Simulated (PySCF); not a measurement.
fluoro(prop-1-en-2-yloxy)borinic acid (C3H6BFO2), SMILES C=C(C)OB(O)F.

Coordinates come from a ωB97X-D3(BJ)/def2-SVP optimisation. One conformer was computed; it need not be the lowest.

Two levels are set side by side: TDA-PBE/def2-SVPD (PySCF) and TDA-B3LYP/def2-SVPD (PySCF). Vertical, same geometry. The lowest singlet is HOMO→LUMO+1 100 % with PBE and HOMO→LUMO 97 % with the other functional; states are paired by order. Differences are taken from unrounded values.

```csv
quantity,TDA-PBE
lowest singlet excitation (eV),5.28
lowest triplet excitation (TDA) (eV),4.30
first bright state (f over 0.05) (eV),6.34
its oscillator strength,0.15
```

Task: These are the TDA-PBE values. What does TDA-B3LYP give? (An estimate is asked for; the answer gives what the named calculation found.)

Result: 
| quantity | TDA-B3LYP | TDA-PBE minus TDA-B3LYP |
|---|---|---|
| lowest singlet excitation (eV) | 5.85 | -0.57 |
| lowest triplet excitation (TDA) (eV) | 4.30 | 0.00 |
| first bright state (f over 0.05) (eV) | 6.81 | -0.47 |
| its oscillator strength | 0.21 | -0.06 |

A lower first singlet is the usual sign of a functional without exact exchange. Differences between two approximate levels are no errors against the true value.

Rough cost on one machine, each run with all the roots and properties that it gave: TDA-B3LYP against TDA-PBE about 2 times.
